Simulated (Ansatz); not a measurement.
Cl₆Si₂, charge +1, doublet, at a GFN2-xTB geometry (a state made from the parent by changing its charge; the spin is typed, not shown lowest). Base run: B3LYP/6-31G (Ansatz, a quantum-chemistry and plane-wave program).

Ansatz was given this input:
Ansatz 0.2 input:
```yaml
crystal:
  periodic: [false, false, false]
  atoms:
    - {symbol: Cl, position_ang: [2.02696093, -0.48399926, -1.61947615]}
    - {symbol: Si, position_ang: [1.35690799, -0.13881697, 0.21006704]}
    - {symbol: Cl, position_ang: [1.83887369, 1.61731700, 0.98405191]}
    - {symbol: Cl, position_ang: [1.42912303, -1.67501252, 1.45515268]}
    - {symbol: Si, position_ang: [-1.35690799, 0.13881697, -0.21006704]}
    - {symbol: Cl, position_ang: [-1.43058928, 1.69093424, -1.43516014]}
    - {symbol: Cl, position_ang: [-1.83430018, -1.60806113, -1.00747763]}
    - {symbol: Cl, position_ang: [-2.03006820, 0.45882167, 1.62290933]}
basis:
  gaussian:
    orbitals: 6-31G
hamiltonian:
  xc: b3lyp
total_charge: 1
magnetization: {spin_polarized: true, initial_magnetization: 1}
```

The base run was repeated with changes; each row names its change, and settings that it needs were set with it.

| change | ΔE vs base (eV) |
|---|---|
| base | 0.00 |
| symmetry_tolerance_ang = 0.01 | 0.00 |
| occupation = up:A:33 B:32 down:A:32 B:32 | 0.00 |
| occupation = up:A:32 B:33 down:A:32 B:32 | 4.36 |
| occupation = up:A:34 B:31 down:A:32 B:32 | 7.17 |
